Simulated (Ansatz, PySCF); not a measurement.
C2H4BF2N, SMILES B(C(=C)F)(N)F. Atoms are numbered in the order given.

```xyz
10

C      1.7923    -0.4495     0.5914
C      0.7694     0.2418     0.0838
F      0.9907     1.4729    -0.4017
B     -0.7214    -0.2532    -0.0525
N     -1.2431    -1.2789     0.7342
F     -1.5025     0.3312    -0.9662
H      2.8019    -0.0318     0.6218
H      1.6372    -1.4608     0.9702
H     -0.7350    -1.7151     1.4896
H     -2.1893    -1.6156     0.6125
```
Charge 0, spin multiplicity 1.

Coordinates come from a PBE0-D3(BJ)/def2-SVP optimisation. The structure was generated by enumeration, and PubChem lists no compound with its InChIKey, so it may never have been made. Other conformers were not sampled.

Two levels are set side by side: PBE-D3(BJ)/def2-SVP (Ansatz, an electronic-structure program) and PBE0-D3(BJ)/def2-SVP (Ansatz). Each level has its own optimised geometry; the coordinates shown are those of the second. Frequencies come from the Hessian of PySCF at each geometry. Differences are taken from unrounded values.

| quantity | PBE0-D3(BJ) | PBE-D3(BJ) | PBE-D3(BJ) minus PBE0-D3(BJ) |
|---|---|---|---|
| mean bond length (Å) | 1.243 | 1.253 | 0.010 |
| bond C1–C2 (Å) | 1.335 | 1.347 | 0.012 |
| bond C2–F3 (Å) | 1.342 | 1.357 | 0.015 |
| bond C2–B4 (Å) | 1.577 | 1.581 | 0.004 |
| bond B4–N5 (Å) | 1.394 | 1.404 | 0.010 |
| bond B4–F6 (Å) | 1.337 | 1.349 | 0.012 |
| bond C1–H7 (Å) | 1.093 | 1.101 | 0.008 |
| bond C1–H8 (Å) | 1.091 | 1.099 | 0.008 |
| bond N5–H9 (Å) | 1.009 | 1.018 | 0.009 |
| bond N5–H10 (Å) | 1.012 | 1.020 | 0.009 |
| highest harmonic wavenumber (cm⁻¹) | 3761 | 3640 | -121 |
| mean harmonic wavenumber (cm⁻¹) | 1267 | 1222 | -45 |
| zero-point energy (kcal/mol) | 43.46 | 41.93 | -1.53 |

Exact exchange shortens and stiffens bonds; PBE has none. Differences between two approximate levels are no errors against the true value.
